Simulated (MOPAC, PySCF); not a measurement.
H₇BSi₂, SMILES `[SiH3]B[SiH3]`, neutral singlet in the gas phase. 

Z-matrix (Å, degrees):
```
B
H 1 1.2035
Si 1 2.0027 2 119.07
H 3 1.4974 1 114.04 2 156.94
H 3 1.4976 4 108.97 1 130.81
H 3 1.5076 4 107.13 5 116.11
Si 1 2.0031 2 119.12 3 179.99
H 7 1.4973 1 115.52 2 29.47
H 7 1.4974 8 108.98 1 -129.79
H 7 1.5071 8 107.61 9 -115.88
```
Charge 0, multiplicity 1.

All levels are single points at this geometry (PBE-D3(BJ)/def2-TZVP); Pople sets use spherical d functions. Orbital energies aren't observables, and empty levels follow the basis.

```
level                          HOMO (eV)  LUMO (eV)  gap (eV)  dipole (D)  vertical IE, Delta-SCF (eV)
-----------------------------  ---------  ---------  --------  ----------  ---------------------------
PBE-D3(BJ)/def2-TZVP in PySCF      -6.86      -3.79      3.07        0.32                         9.72
B3LYP/3-21G in PySCF               -7.89      -2.74      5.14        0.36                            –
B3LYP/6-31G* in PySCF              -7.71      -2.73      4.97        0.47                         9.91
BP86/6-31G* in PySCF               -6.86      -3.62      3.24        0.40                            –
M06-2X/6-31G* in PySCF             -8.99      -1.62      7.36        0.49                            –
PBE/6-31G* in PySCF                -6.75      -3.56      3.19        0.39                         9.68
SVWN5/6-31G* in PySCF              -6.80      -3.75      3.05        0.36                         9.77
HF/3-21G in PySCF                 -10.79       0.94     11.73        0.52                            –
HF/STO-3G in PySCF                 -8.62       6.03     14.65        0.31                            –
AM1 in MOPAC                      -10.12       0.13     10.25        0.26                            –
PM3 in MOPAC                       -9.89       0.49     10.38        0.21                            –
PM6 in MOPAC                       -9.01      -1.67      7.35        0.23                            –
PM7 in MOPAC                      -10.34      -1.14      9.20        0.35                            –
```
